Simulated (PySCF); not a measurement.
## Löwdin shares of the frontier orbitals

Hexanal, C6H12O.
Z-matrix (Å and degrees, PBE0-D3(BJ)/def2-SVP geometry), rows numbered from 1:
```
C 
C   1  1.5200
C   2  1.5225  1  113.40
C   3  1.5211  2  113.59  1   179.48
C   4  1.5167  3  113.31  2   179.99
C   5  1.5012  4  114.67  3   178.90
O   6  1.2018  5  124.81  4    -1.30
H   1  1.1021  2  111.25  3   -59.70
H   1  1.1005  2  111.70  3  -179.88
H   1  1.1020  2  111.30  3    59.88
H   2  1.1043  1  109.74  3  -122.25
H   2  1.1043  1  109.70  3   122.20
H   3  1.1057  2  109.22  1   -57.90
H   3  1.1057  2  109.21  1    57.03
H   4  1.1029  3  110.02  2   -57.73
H   4  1.1031  3  110.06  2    57.66
H   5  1.1072  4  111.63  3    57.28
H   5  1.1069  4  111.74  3   -58.88
H   6  1.1229  5  114.67  4   178.89
```

Computed with TDDFT PBE0/def2-SVPD, vertical, gas phase, core orbitals frozen in the response in PySCF 2.14.0, density-fitted response routines.

Kohn–Sham orbitals with the atoms that hold most of them (Löwdin shares over 4%, at most four atoms; ? is withheld):

```json
{"orbital": "LUMO+2", "ε (eV)": "0.96", "atoms": "C1 18%, C2 10%, C6 9%, H9 8%"}
{"orbital": "LUMO+1", "ε (eV)": "0.64", "atoms": "C5 14%, C6 11%, C3 11%, H18 8%"}
{"orbital": "LUMO", "ε (eV)": "-0.68", "atoms": "?"}
{"orbital": "HOMO", "ε (eV)": "-7.46", "atoms": "?"}
{"orbital": "HOMO-1", "ε (eV)": "-9.10", "atoms": "C3 20%, C2 19%, C4 9%, H13 8%"}
{"orbital": "HOMO-2", "ε (eV)": "-9.37", "atoms": "C2 22%, C3 21%, C1 12%, C4 7%"}
{"orbital": "HOMO-3", "ε (eV)": "-9.56", "atoms": "C4 20%, C3 16%, C1 16%, C2 14%"}
```

**Question.** Which atoms hold the LUMO, and with what shares?

**Answer.** C6 (bonded to C, O and H) 42%; O7 (bonded to C) 36%; C5 (bonded to 2 C and 2 H) 9%; H19 (bonded to C) 6%. By element: carbon 51% or more, oxygen 36%, hydrogen 6% or more.

**Question.** Give the leading atoms of the HOMO.

**Answer.** O7 (bonded to C) 58%; C6 (bonded to C, O and H) 16%; C5 (bonded to 2 C and 2 H) 11%; H19 (bonded to C) 10%. By element: oxygen 58%, carbon 27% or more, hydrogen 10% or more.

**Question.** The HOMO–LUMO gap is 6.78 eV. Where does the response calculation put the lowest singlet, and from which orbitals?

**Answer.** S1 is at 4.38 eV (f = 0.0002), 2.41 eV below the gap, made of HOMO→LUMO (99%). Without the coupling terms of the response equations the lowest excitation would equal the gap.

**Question.** Give energy, strength and leading configuration of S1, S2, S3 and S5, and follow the Löwdin shares of the leading atoms from the occupied to the empty orbital.

**Answer.** 
- S1 (4.38 eV, f 0.0002), HOMO→LUMO (99%): O7 58% → 36%, C6 16% → 42%; low, almost dark, from the terminal oxygen into the C=O bond, the pattern of n→π*
- S2 (7.00 eV, f 0.018), HOMO→LUMO+1 (82%): O7 58% → at most 9%, C6 16% → 11%, C5 11% → 14%
- S3 (7.50 eV, f 0.0084), HOMO-1→LUMO (83%): C3 20% → at most 6%, C2 19% → at most 6%, C6 at most 9% → 42%, O7 at most 9% → 36%
- S5 (7.64 eV, f 0.0006), HOMO-2→LUMO (76%): C2 22% → at most 6%, C3 21% → at most 6%, C6 at most 8% → 42%, O7 at most 8% → 36%

One conformer stands for the species.
